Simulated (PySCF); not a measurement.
Compound: C₇H₁₃ (doublet state).
Geometry (GFN2-xTB, Å), atoms numbered from 1 in this order:
```
atom  x, y, z in Å
C1     2.6149    0.3301   -0.0023
C2     1.5080   -0.7040   -0.1620
C3     0.1898   -0.0802   -0.6465
C4    -0.8839   -1.0803   -0.8578
C5    -2.1612   -0.6739   -0.2329
C6    -1.9429    0.8081    0.0903
C7    -0.4393    0.9072    0.3515
H8     2.7987    0.8397   -0.9461
H9     2.3435    1.0740    0.7428
H10    3.5390   -0.1486    0.3145
H11    1.3329   -1.2065    0.7918
H12    1.8213   -1.4618   -0.8837
H13    0.4113    0.4462   -1.5905
H14   -0.7327   -2.0164   -1.3596
H15   -2.3496   -1.2414    0.6916
H16   -3.0258   -0.8451   -0.8818
H17   -2.2049    1.4143   -0.7786
H18   -2.5363    1.1488    0.9380
H19   -0.2196    0.5769    1.3686
H20   -0.0682    1.9237    0.2301
```

The hyperfine couplings belong to this conformer and change with its torsions.

As a line formula: `CC[C@H]1[CH]CCC1` [radical].

Method used: PySCF 2.14.0, UKS B3LYP, pcH-1 on C H, non-relativistic, mean-field spin-orbit, GIAO. Isolated species at its GFN2-xTB geometry (one conformer only). The geometry wasn't refined by DFT: couplings that depend on bond lengths, twists or pyramidal angles can differ widely from those at the functional's own minimum. Stability of the SCF solution: not tested.

The Mulliken spin populations are largest on C4 (+1.03), C5 (-0.09) and C3 (-0.08). No atom but C4 exceeds +0.15. The positive populations add up to 1.22 and the negative ones to -0.22, together 2S = 1. The angles at C4 add up to 359.9°, so it is planar; its axial dipolar tensor and the negative coupling of its proton fit spin in a p orbital normal to that plane.

Problem. Find Q in a(H) = Q·ρ(C) for the protons on the planar carbons that carry spin.

Solution. 
| H | C | ρ(C) | a(H) (G) | a/ρ (G) |
| --- | --- | --- | --- | --- |
| H14 | C4 | +1.025 | -22.17 | -21.6 |

One proton gives one ratio, Q = -21.6 G, and no test of linearity. In McConnell's picture π spin on carbon polarises the C–H bond and leaves opposite spin at the proton, which makes Q negative, as found here.

Problem. List the C–H protons on four-coordinate carbons next to a three-coordinate spin centre, with their couplings and θ (C–H bond against the normal to the plane of the centre's neighbours, projected along the bond that joins the two).

Solution. 
| β H | on | centre | θ (°) | cos²θ | a (G) |
| --- | --- | --- | --- | --- | --- |
| H13 | C3 | C4 | 17 | 0.91 | +46.25 |
| H15 | C5 | C4 | 16 | 0.93 | +51.79 |
| H16 | C5 | C4 | 45 | 0.50 | +28.17 |

Fitting the Heller–McConnell form a = ρ(B0 + B2 cos²θ), with Mulliken ρ = 1.03, gives B0 = 2.9 G and B2 = 48.9 G; with only two distinct angles the two parameters are fixed exactly. By this fit the coupling would be 53.0 G at θ = 0° and 2.9 G at 90°.

Couplings in gauss use g_iso = 2.0026.
